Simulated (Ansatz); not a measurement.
Reaction (redistribution): `F[SiH](Cl)S[SiH2]Cl` + `[CH3][GeH]([OH])[F]` → `[OH][GeH]([F])[SiH2]Cl` + `CS[SiH](F)Cl`

Program: Ansatz. Geometries: PBE0-D4/def2-TZVP. ΔE: electronic, gas phase. CCSD(T)/CBS adds triple-zeta CCSD(T) − MP2 to the extrapolated MP2 energy (def2 sets, frozen cores). For Ge outer-core shells are correlated without core-valence functions, which leaves a few kJ/mol of doubt a bond. Scalar relativity is left out up to krypton. One conformer a species, not always the lowest.

`F[SiH](Cl)S[SiH2]Cl`:

```xyz
9

F    -0.401   -1.818   -0.716
Si    0.403   -1.470    0.610
Cl   -0.927   -1.521    2.144
S     1.349    0.410    0.413
Si   -0.108    1.497   -0.710
Cl   -1.830    1.810    0.347
H     1.437   -2.492    0.835
H    -0.462    0.784   -1.951
H     0.538    2.800   -0.973
```

`[CH3][GeH]([OH])[F]`:

```xyz
9

C     0.572   -0.737   -0.946
Ge   -0.291    0.044    0.585
O    -0.733    1.695    0.142
F     0.877    0.164    1.875
H     1.392   -0.089   -1.257
H    -0.137   -0.833   -1.768
H     0.967   -1.721   -0.695
H    -1.480   -0.702    1.214
H    -1.166    2.179    0.849
```

`[OH][GeH]([F])[SiH2]Cl`:

Cartesian coordinates in Å:
```
O -0.493 1.767 1.025
Ge -0.983 0.487 -0.087
F -1.011 1.167 -1.694
Si 0.704 -1.213 -0.150
Cl 2.479 -0.219 0.184
H 0.450 1.952 0.984
H -2.436 0.155 0.270
H 0.517 -2.208 0.933
H 0.773 -1.889 -1.466
```

`CS[SiH](F)Cl`:

Z-matrix (Å, degrees):
```
C
S 1 1.819
H 1 1.089 2 110.7
H 1 1.089 2 106.1 3 118.5
H 1 1.089 2 110.9 3 -122.9
Si 2 2.095 1 100.5 3 59.6
Cl 6 2.044 2 112.0 1 -53.0
F 6 1.592 2 111.7 1 64.6
H 6 1.473 2 108.8 1 -174.9
```

```
                 species  HF/def2-QZVPP energy (Eh)
   `F[SiH](Cl)S[SiH2]Cl`                -1995.98620
   `[CH3][GeH]([OH])[F]`                -2290.67869
`[OH][GeH]([F])[SiH2]Cl`                -3000.73038
          `CS[SiH](F)Cl`                -1285.89088
```

Q: Work out ΔE.

A: ΔE = (-3000.73038) + (-1285.89088) − (-1995.98620) − (-2290.67869) = 0.04363 Eh = +1.19 eV. CCSD(T)/CBS gives +1.20 eV.

Largest T1 diagnostic among the species: 0.012.

The D4 term adds +0.05 eV with B3LYP and +0.03 eV with PBE0; it sums over pairs of atoms, weighted by their polarisabilities, and B3LYP, whose exchange is more repulsive, gets the larger term. From PBE to PBE0 (25 % exact exchange), in def2-TZVPP and without D4, ΔE moves by +0.09 eV.

B3LYP here is the variant with VWN-RPA as its local correlation; programs differ in this.
